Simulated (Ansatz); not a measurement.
The same molecule with X = F, Cl, Br, I. Ansatz, PBE0-D4/def2-TZVP geometries, multiplicity 1. Each molecule was computed in one conformer, which needn't be the lowest.

Elements past krypton have def2 core potentials. Scalar relativity is left out up to krypton.

```tsv
X	molecule	mean X–Ti bond length / Å	ideal-gas entropy at 298 K and 1 bar (rigid rotor, harmonic PBE0-D4/def2-TZVP) / J/(mol·K)	HOMO–LUMO gap (ωB97M-V/def2-TZVPP) / eV	LUMO energy (PBE/def2-TZVPP) / eV
F	`[OH][Ti]([OH])([OH])[F]`	1.768	367	12.42	-2.56
Cl	`[OH][Ti]([OH])([OH])[Cl]`	2.220	377	11.30	-2.91
I	`[OH][Ti]([OH])([OH])[I]`	2.604	399	9.49	-3.03
```

(1) Give the row for X = Br, `[OH][Ti]([OH])([OH])[Br]`. (Best estimate.)

Answers

(1) The calculation gave: 
```
 X                    molecule  mean X–Ti bond length / Å  ideal-gas entropy at 298 K and 1 bar (rigid rotor, harmonic PBE0-D4/def2-TZVP) / J/(mol·K)  HOMO–LUMO gap (ωB97M-V/def2-TZVPP) / eV  LUMO energy (PBE/def2-TZVPP) / eV
Br  `[OH][Ti]([OH])([OH])[Br]`                      2.380                                                                                         390                                    10.50                              -2.98
```

From F to I the mean X–Ti bond length rises at each step, by 0.836 Å in all; the ideal-gas entropy at 298 K and 1 bar (rigid rotor, harmonic PBE0-D4/def2-TZVP) rises at each step, by 32 J/(mol·K) in all; the HOMO–LUMO gap (ωB97M-V/def2-TZVPP) falls at each step, by 2.93 eV in all; the LUMO energy (PBE/def2-TZVPP) falls at each step, by 0.47 eV in all. Bonds lengthen as the atom grows down the group.

Spin–orbit coupling is left out; it splits and shifts lone-pair levels of the heavy atoms by tenths of an eV.
